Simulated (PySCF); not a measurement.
**Br (bromine, neutral) across methods**

[Ar] 3d10 4s1 4p5 4d1, one real determinant (an excited configuration). Computed with PySCF 2.14 in aug-cc-pVQZ-PP with ECP10MDF (7s6p5d3f2g, 89 functions), with scalar relativity through the core potential. The B2PLYP total includes its PT2 part (frozen core); its orbital energies are those of the SCF part.

```tsv
method	E (hartree)	mean ε 4p α (eV)	mean ε 4p β (eV)	mean ε 4d α (eV)	Σ⟨r²⟩ (bohr²)	⟨S²⟩
wB97X	-415.9924	-16.130	-13.582	-1.330	50.98	3.754
r2SCAN	-415.8344	-12.802	-10.544	0.479	51.54	3.755
PBE	-415.9718	-12.164	-10.336	0.475	51.71	3.752
UHF	-414.61626	-17.976	-12.973	-1.256	52.06	3.764
BP86	-416.1436	-12.262	-10.530	0.341	51.77	3.752
M06-L	-415.9944	-12.636	-10.176	0.541	51.62	3.756
B2PLYP	-415.5690	-15.234	-12.040	-0.394	51.86	3.757
LDA	-415.3721	-12.251	-10.516	0.541	51.60	3.752
PBE0	-415.9297	-13.789	-11.303	-0.046	51.50	3.753
```

⟨L²⟩ = 7.99 against 12 for a pure F term, so this real determinant mixes terms. Energies and moments cover only the electrons outside the core potential. The outer electron is Rydberg-like, and this basis confines it to a smaller radius and binds it less than a complete one would.

The highest occupied level is positive at r2SCAN, PBE, BP86, M06-L, LDA: only the finite basis holds that electron, which in a density functional comes from self-interaction.
